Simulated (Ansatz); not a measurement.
Gas-phase electronic energies from Ansatz, PBE0-D4/def2-TZVP geometries. CCSD(T)/CBS is the MP2 limit (def2-TZVPP, def2-QZVPP) plus CCSD(T) − MP2 in def2-TZVPP, frozen cores. This one scheme is used for every species. DFT in def2-TZVPP. Each species was taken in one conformer, which may not be the lowest.

Reaction (formal exchange of groups at a B–B bond): `BB(C)OC` + `FCCCl` → `BC(F)CCl` + `CBOC`

Q: Is it downhill or uphill in electronic energy at CCSD(T)/CBS, and by how much? (An estimate is asked.)

A: Ansatz gave: Downhill: ΔE = -21.3 kJ/mol.

Q: What do these levels give: ωB97X-V, B2PLYP, PBE, MP2/def2-TZVPP, CCSD/def2-TZVPP, HF/def2-QZVPP? (An estimate is asked.)

A: Computed: ωB97X-V -22.0, B2PLYP -23.6, PBE -20.4, MP2/def2-TZVPP -24.1, CCSD/def2-TZVPP -20.0, HF/def2-QZVPP -22.1 kJ/mol.

Largest T1 diagnostic among the species: 0.013.
